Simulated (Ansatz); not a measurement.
`C[SiH2]B[SiH3]`, charge 0, multiplicity 1.

**Question.** Give a relaxed structure at PBE0-D4/def2-TZVP (the Gaussian-basis code of Ansatz). (An estimate is asked.)

**Answer.** Ansatz gave: 
```xyz
13

C    -0.133    0.983    1.680
Si   -0.634   -0.720    1.073
B    -0.375   -1.041   -0.890
Si    0.796    0.109   -2.041
H     0.903    1.201    1.409
H    -0.766    1.755    1.237
H    -0.224    1.055    2.766
H    -2.029   -1.024    1.507
H     0.250   -1.758    1.698
H    -0.952   -1.961   -1.394
H    -0.109    1.209   -2.503
H     1.358   -0.557   -3.248
H     1.915    0.748   -1.294
```
This is one stationary point; other conformers may exist.
